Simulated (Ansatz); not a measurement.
Ansatz (a quantum-chemistry and plane-wave program) input file for C₅H₇F, SMILES C[C@@H](F)CC#C, PBE-D3(BJ)/def2-SVP. 

Ansatz 0.2 input:
```yaml
crystal:
  periodic: [false, false, false]
  atoms:
    - {symbol: C, position_ang: [2.29582992, 0.62023355, 0.76273887]}
    - {symbol: C, position_ang: [1.45890620, -0.10304189, 0.27094540]}
    - {symbol: C, position_ang: [0.44347974, -0.97180182, -0.30868411]}
    - {symbol: C, position_ang: [-0.95213216, -0.35269943, -0.36810452]}
    - {symbol: C, position_ang: [-1.48300734, 0.11590120, 0.96454825]}
    - {symbol: F, position_ang: [-0.91790194, 0.71594975, -1.23883262]}
    - {symbol: H, position_ang: [3.04281165, 1.26250908, 1.19086865]}
    - {symbol: H, position_ang: [0.73997429, -1.24809631, -1.33406664]}
    - {symbol: H, position_ang: [0.38812480, -1.91142440, 0.26707328]}
    - {symbol: H, position_ang: [-1.63279497, -1.10577454, -0.80531573]}
    - {symbol: H, position_ang: [-1.57449672, -0.72711182, 1.66538216]}
    - {symbol: H, position_ang: [-0.80596903, 0.86387814, 1.40243597]}
    - {symbol: H, position_ang: [-2.47499058, 0.57092239, 0.83445261]}
basis:
  gaussian:
    orbitals: def2-SVP
hamiltonian:
  xc: pbe
  dispersion: d3bj
relax: {f_tol: 0.002, max_steps: 200}
```

Output:

```
WARN ansatz: RAYON_NUM_THREADS=1 ignored (pool sized by the plan → 1); use --threads N
Functional definition: PBE
integrals: 0.06 GiB planned
1344 factors; their error is unknown
mean field: 0.36 GiB planned
mean field evaluation 1: about -7987.4522 eV, gradient 6.4e1 eV
mean field evaluation 2: about -7979.9707 eV, gradient 8.2e1 eV
mean field evaluation 4: about -7998.0785 eV, gradient 1.2e1 eV
mean field evaluation 8: about -7998.4099 eV, gradient 1.7e-1 eV
mean field evaluation 16: about -7998.3474 eV, gradient 3.2e-4 eV
mean field -7998.34743743 eV, -293.9338468508 hartree, gradient 3.5e-5 eV, S^2 0.000000; 0 other end points of the search recorded, 0 dependent functions left out
the calculation of the forces begins
reference -7998.34746957 eV, -293.9338480321 hartree; 23, 23 occupied and 96, 96 virtual orbitals, 1344 factors
relax step   1: F+E_penalty+E_count = -7998.60689966 eV  Δ(F+E_penalty+E_count) = +0.000e0 eV  max|allowed force component| = 7.031e-1 eV/Å  Δτ_max = 0.0000 Å  (29 SCF iters, accepted)
these checks for a lower state are left out or cut short: starts, cluster_reference, orbital_swaps, neighbouring_geometries, increment
integrals: 0.06 GiB planned
1344 factors; their error is unknown
mean field: 0.36 GiB planned
mean field -7998.37165171 eV, -293.9347367094 hartree, gradient 1.4e-5 eV, S^2 0.000000; 0 other end points of the search recorded, 0 dependent functions left out
the calculation of the forces begins
reference -7998.37168402 eV, -293.9347378966 hartree; 23, 23 occupied and 96, 96 virtual orbitals, 1344 factors
relax step   2: F+E_penalty+E_count = -7998.62963050 eV  Δ(F+E_penalty+E_count) = -2.273e-2 eV  max|allowed force component| = 1.881e-1 eV/Å  Δτ_max = 0.0229 Å  (33 SCF iters, accepted)
these checks for a lower state are left out or cut short: starts, cluster_reference, orbital_swaps, neighbouring_geometries, increment
integrals: 0.06 GiB planned
1344 factors; their error is unknown
mean field: 0.36 GiB planned
mean field evaluation 32: about -7998.3741 eV, gradient 1.4e-5 eV
mean field -7998.37411699 eV, -293.9348273066 hartree, gradient 1.4e-5 eV, S^2 0.000000; 0 other end points of the search recorded, 0 dependent functions left out
the calculation of the forces begins
reference -7998.37414934 eV, -293.9348284956 hartree; 23, 23 occupied and 96, 96 virtual orbitals, 1344 factors
relax step   3: F+E_penalty+E_count = -7998.63164773 eV  Δ(F+E_penalty+E_count) = -2.017e-3 eV  max|allowed force component| = 4.577e-2 eV/Å  Δτ_max = 0.0056 Å  (33 SCF iters, accepted)
these checks for a lower state are left out or cut short: starts, cluster_reference, orbital_swaps, neighbouring_geometries, increment
integrals: 0.06 GiB planned
1344 factors; their error is unknown
mean field: 0.36 GiB planned
mean field -7998.37418615 eV, -293.9348298482 hartree, gradient 1.2e-5 eV, S^2 0.000000; 0 other end points of the search recorded, 0 dependent functions left out
the calculation of the forces begins
reference -7998.37421850 eV, -293.9348310373 hartree; 23, 23 occupied and 96, 96 virtual orbitals, 1344 factors
relax step   4: F+E_penalty+E_count = -7998.63172848 eV  Δ(F+E_penalty+E_count) = -8.075e-5 eV  max|allowed force component| = 1.389e-2 eV/Å  Δτ_max = 0.0023 Å  (24 SCF iters, accepted)
these checks for a lower state are left out or cut short: starts, cluster_reference, orbital_swaps, neighbouring_geometries, increment
integrals: 0.06 GiB planned
1344 factors; their error is unknown
mean field: 0.36 GiB planned
mean field -7998.37413252 eV, -293.9348278773 hartree, gradient 1.7e-5 eV, S^2 0.000000; 0 other end points of the search recorded, 0 dependent functions left out
the calculation of the forces begins
reference -7998.37416487 eV, -293.9348290661 hartree; 23, 23 occupied and 96, 96 virtual orbitals, 1344 factors
relax step   5: F+E_penalty+E_count = -7998.63170976 eV  Δ(F+E_penalty+E_count) = +1.872e-5 eV  max|allowed force component| = 3.539e-2 eV/Å  Δτ_max = 0.0028 Å  (24 SCF iters, rejected (line search))
these checks for a lower state are left out or cut short: starts, cluster_reference, orbital_swaps, neighbouring_geometries, increment
integrals: 0.06 GiB planned
1344 factors; their error is unknown
mean field: 0.36 GiB planned
mean field -7998.37418374 eV, -293.9348297596 hartree, gradient 8.9e-6 eV, S^2 0.000000; 0 other end points of the search recorded, 0 dependent functions left out
the calculation of the forces begins
reference -7998.37421609 eV, -293.9348309486 hartree; 23, 23 occupied and 96, 96 virtual orbitals, 1344 factors
relax step   6: F+E_penalty+E_count = -7998.63174302 eV  Δ(F+E_penalty+E_count) = -1.454e-5 eV  max|allowed force component| = 4.669e-3 eV/Å  Δτ_max = 0.0014 Å  (24 SCF iters, accepted)
these checks for a lower state are left out or cut short: starts, cluster_reference, orbital_swaps, neighbouring_geometries, increment
integrals: 0.06 GiB planned
1344 factors; their error is unknown
mean field: 0.36 GiB planned
mean field -7998.37417757 eV, -293.9348295329 hartree, gradient 2.2e-5 eV, S^2 0.000000; 0 other end points of the search recorded, 0 dependent functions left out
the calculation of the forces begins
reference -7998.37420992 eV, -293.9348307218 hartree; 23, 23 occupied and 96, 96 virtual orbitals, 1344 factors
relax step   7: F+E_penalty+E_count = -7998.63174502 eV  Δ(F+E_penalty+E_count) = -2.000e-6 eV  max|allowed force component| = 3.932e-3 eV/Å  Δτ_max = 0.0009 Å  (22 SCF iters, accepted)
these checks for a lower state are left out or cut short: starts, cluster_reference, orbital_swaps, neighbouring_geometries, increment
integrals: 0.06 GiB planned
1344 factors; their error is unknown
mean field: 0.36 GiB planned
mean field -7998.37413482 eV, -293.9348279619 hartree, gradient 1.0e-5 eV, S^2 0.000000; 0 other end points of the search recorded, 0 dependent functions left out
the calculation of the forces begins
reference -7998.37416717 eV, -293.9348291507 hartree; 23, 23 occupied and 96, 96 virtual orbitals, 1344 factors
relax step   8: F+E_penalty+E_count = -7998.63174815 eV  Δ(F+E_penalty+E_count) = -3.135e-6 eV  max|allowed force component| = 2.749e-3 eV/Å  Δτ_max = 0.0024 Å  (24 SCF iters, accepted)
these checks for a lower state are left out or cut short: starts, cluster_reference, orbital_swaps, neighbouring_geometries, increment
integrals: 0.06 GiB planned
1344 factors; their error is unknown
mean field: 0.36 GiB planned
mean field evaluation 64: about -7998.4372 eV, gradient 2.8e-1 eV
mean field -7998.37414502 eV, -293.9348283368 hartree, gradient 8.7e-5 eV, S^2 0.000000; 0 other end points of the search recorded, 0 dependent functions left out
the calculation of the forces begins
reference -7998.37417737 eV, -293.9348295256 hartree; 23, 23 occupied and 96, 96 virtual orbitals, 1344 factors
relax step   9: F+E_penalty+E_count = -7998.63174943 eV  Δ(F+E_penalty+E_count) = -1.277e-6 eV  max|allowed force component| = 1.232e-3 eV/Å  Δτ_max = 0.0006 Å  (20 SCF iters, accepted)
integrals: 0.06 GiB planned
1344 factors; their error is unknown
mean field: 0.36 GiB planned
mean field -7998.37414502 eV, -293.9348283368 hartree, gradient 8.7e-5 eV, S^2 0.000000; 1 other end points of the search recorded, 0 dependent functions left out
the calculation of the forces begins
reference -7998.37417737 eV, -293.9348295256 hartree; 23, 23 occupied and 96, 96 virtual orbitals, 1344 factors
Total energy: -7998.63178178 eV, -293.9442963130 hartree
Atom 0 at     2.310792     0.626279     0.769466 Å, force    -0.000997     0.000631     0.000965 eV/Å
Atom 1 at     1.469029    -0.105728     0.269726 Å, force     0.001232    -0.000069    -0.000998 eV/Å
Atom 2 at     0.450441    -0.974585    -0.312315 Å, force    -0.001188    -0.000353     0.000666 eV/Å
Atom 3 at    -0.958749    -0.354929    -0.371225 Å, force     0.000284     0.000615    -0.000868 eV/Å
Atom 4 at    -1.490643     0.119129     0.969093 Å, force     0.000050    -0.000276     0.000187 eV/Å
Atom 5 at    -0.928492     0.723168    -1.256314 Å, force     0.000251     0.000355     0.000122 eV/Å
Atom 6 at     3.060992     1.273002     1.201707 Å, force     0.000496    -0.000177    -0.000223 eV/Å
Atom 7 at     0.744405    -1.253836    -1.347158 Å, force    -0.000018    -0.000201     0.000115 eV/Å
Atom 8 at     0.391873    -1.924881     0.263292 Å, force    -0.000046    -0.000049    -0.000186 eV/Å
Atom 9 at    -1.642600    -1.119164    -0.808500 Å, force    -0.000042    -0.000443     0.000170 eV/Å
Atom 10 at    -1.585877    -0.729260     1.676058 Å, force     0.000080     0.000024     0.000047 eV/Å
Atom 11 at    -0.804927     0.869263     1.410312 Å, force     0.000149     0.000237    -0.000082 eV/Å
Atom 12 at    -2.488410     0.580984     0.839299 Å, force    -0.000251    -0.000294     0.000085 eV/Å
Dipole moment:    -0.092120    -0.296152     0.186261 e Å
```

The run converged.
